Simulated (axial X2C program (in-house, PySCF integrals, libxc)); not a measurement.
## ScP at several levels of theory

Computed with an axial X2C code built on PySCF integrals. Spin-free means the one-electron spin-free X2C Hamiltonian; two-component (2c) means X2C with spin–orbit coupling and atomic mean-field two-electron Coulomb and Gaunt terms, so the difference of the two also holds small scalar two-electron terms. Basis: Sc dyall-cv3z [10s11p7d5f2g], P dyall-v3z [8s7p2d1f] (cores contracted in-house); Gaussian nuclei, density fitting, unrestricted open shells. Masses: Sc 44.956 u, P 30.974 u.

The run was started with this input:
```json
{
 "zs": [
  21,
  15
 ],
 "q": 0,
 "bas": [
  "dyall-cv3z",
  "dyall-v3z"
 ],
 "levels": [
  "PBE0",
  "HF",
  "PW91"
 ],
 "cc": true,
 "r0": 2.18,
 "thr": -1.0,
 "nmax": 90,
 "npts": 10,
 "nst": 2,
 "ntry": 6
}
```
```bash
python so2c.py task.json out
```

Keys: zs atomic numbers; q charge; bas basis sets; levels methods; cc coupled cluster on or off; r0 starting distance in Å; thr threshold in hartree for freezing inner shells (an s shell follows its p shell); nmax most natural virtual spinors; npts points on the curve; nst determinants followed; ntry starts of the search. HF also brings MP2.

State, spin-free: M_S = 0, Λ = 0 (closed shell); electrons by block: σα: 10, σβ: 10, π+α: 4, π+β: 4, π-α: 4, π-β: 4. Fragments: Sc + P.

State, 2c: Ω = 0 (closed shell); electrons by block: 1/2: 14, -1/2: 14, 3/2: 4, -3/2: 4. Fragments: Sc + P.

| Hamiltonian | level | Re (Å) | ωe (cm⁻¹) | ωexe (cm⁻¹) | αe (cm⁻¹) | De (eV) | D0 (eV) | μ (D) |
| --- | --- | --- | --- | --- | --- | --- | --- | --- |
| spin-free | HF | 2.171 | 575.2 | 1.68 | 0.000666 | -1.20 | -1.23 | -8.45 |
| spin-free | CCSD | 2.202 | 531.1 | 1.4 | 0.000682 | 1.59 | 1.56 | n/a |
| spin-free | CCSD(T) | 2.237 | 489.6 | 2.01 | 0.000827 | 2.25 | 2.22 | n/a |
| 2c | PBE0 | 2.156 | 556.5 | 1.43 | 0.000696 | 2.75 | 2.72 | -7.16 |
| 2c | PW91 | 2.179 | 523.2 | 1.53 | 0.000761 | 3.68 | 3.65 | -6.50 |

Spin-free values that have a 2c row agree with it to the digits that matter (0.001 Å, 0.01 eV) and are not repeated.

Correlated methods: 8 electrons correlated (number of frozen shells: Sc 3 s, 2 p; P 2 s, 1 p), 272 virtual spin orbitals or spinors in MP2, 90 natural virtuals in coupled cluster.

Dipoles are positive if P is the positive end.

One determinant describes the state; a PBE0 search over occupations chose it and may have missed a lower one. The closed shell is kept restricted, so the energy runs too high when the bond is stretched far. De is counted from the lowest determinant-based energies of the atoms at the same level, without counterpoise correction. CCSD and (T) use frozen natural virtuals with an MP2 correction for the truncation; (T) itself is uncorrected, so its De runs slightly low. The 2c atoms are single determinants rather than J levels; their spin–orbit lowering is only partly caught, and De is too large by that part. This holds for PBE0, PW91. Other states lie close and PBE0, whose exact exchange favours high spin, may order them wrongly; the determinant shown need not be the ground state. The nearest other spin-free determinant of the search, M_S = 1, Λ = 1, lies 0.50 eV up at the distance of the search. Without a current term, density functionals place determinants with orbital angular momentum somewhat too high. The outer-core s and p shells of the metal are frozen in the correlated rows, which leaves out core–valence correlation; for alkali and alkaline-earth bonds that tends to lengthen them. The T1 diagnostic is large, a sign of multireference character.

No reliable constants came from CCSD (2c), CCSD(T) (2c), HF (2c), MP2 (2c), MP2 (spin-free): no minimum in range, unconverged points, a curve that is not smooth, a change of character along it, or the two Hamiltonians disagreeing along it.

Rough cost a point (2c) on 1 thread(s) of a shared host, integrals apart: PBE0 0.4 s, PW91 0.4 s.

The whole task took 91 s on 1 thread of Arm Neoverse V1, with other jobs on the host.
